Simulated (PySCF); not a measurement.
Point-charge models of AlH2(NMe2), `C[N](C)[AlH2]` against its computed dipole.

Coordinates (PBE0-D3(BJ)/def2-SVP, Å) and charges (e) from the PBE0/pcSseg-1 (pcSseg-2 on Al) density (PySCF):

| atom | x | y | z | Mulliken | IAO | Hirshfeld | ESP-fitted |
| --- | --- | --- | --- | --- | --- | --- | --- |
| Al1 | 0.944 | 1.604 | 0.004 | +0.6847 | +0.7114 | +0.4850 | +0.7164 |
| H2 | 1.660 | 2.029 | -1.348 | -0.1980 | -0.2028 | -0.1685 | -0.2613 |
| H3 | 0.962 | 2.437 | 1.356 | -0.1978 | -0.2028 | -0.1685 | -0.2616 |
| N4 | 0.047 | 0.061 | 0.004 | -0.7962 | -0.5024 | -0.2220 | -0.1842 |
| C5 | -0.652 | -0.457 | 1.155 | -0.0713 | -0.2840 | -0.0719 | -0.3789 |
| C6 | -0.053 | -0.803 | -1.146 | -0.0713 | -0.2840 | -0.0720 | -0.3653 |
| H7 | -1.734 | -0.589 | 0.955 | +0.1008 | +0.1215 | +0.0332 | +0.1257 |
| H8 | -0.553 | 0.224 | 2.015 | +0.1235 | +0.1393 | +0.0427 | +0.1205 |
| H9 | -0.261 | -1.446 | 1.464 | +0.1006 | +0.1215 | +0.0333 | +0.1263 |
| H10 | 0.493 | -0.382 | -2.004 | +0.1236 | +0.1394 | +0.0426 | +0.1159 |
| H11 | 0.367 | -1.809 | -0.944 | +0.1007 | +0.1215 | +0.0333 | +0.1234 |
| H12 | -1.105 | -0.953 | -1.460 | +0.1008 | +0.1215 | +0.0332 | +0.1230 |

Question: Form Σ q r in debye for every column and set it beside the full dipole.

Answer: The full density gives (-0.52, -0.90, 0.00) D, 1.04 D in size; dipole vectors point from the negative to the positive end.

```tsv
scheme	μx	μy	μz	size (D)	share of the full size (%)	angle to the full dipole (°)
Mulliken	-0.68	-1.19	0.00	1.37	131	0
IAO	-0.11	-0.20	0.00	0.23	22	1
Hirshfeld	-0.18	-0.31	0.00	0.35	34	0
ESP-fitted	-0.49	-0.85	0.00	0.98	94	0
```

Question: Which set comes closest?

Answer: Length of the difference vector: ESP-fitted 0.06 D, Mulliken 0.32 D, Hirshfeld 0.69 D, IAO 0.81 D. Closest: ESP-fitted. 

Question: What is left for the Hirshfeld atoms' own dipoles?

Answer: The Hirshfeld atoms' densities add up to the full density, so μ = Σ q r + Σ (atomic dipoles). The atomic dipoles sum to (-0.52, -0.90, 0.00) − (-0.18, -0.31, 0.00) = (-0.34, -0.59, 0.00) D, 0.69 D in size.

Question: With the origin at the mean of the coordinates, (0.010, -0.007, 0.004) Å, which are the largest single terms, by size, of the Hirshfeld dipole along the direction of the full one?

Answer: Al1 -4.34, H2 +2.10, H3 +2.10, C5 -0.25, C6 -0.25 D; all 12 atoms together +0.35 D. The single terms depend on the origin, their sum doesn't.

Question: Give the size of the full dipole in other units.

Answer: 1.04 D = 0.411 au = 0.217 e·Å = 3.48 × 10⁻³⁰ C·m.

Geometry: PBE0-D3(BJ)/def2-SVP; no solvent, vibrations or thermal averaging.
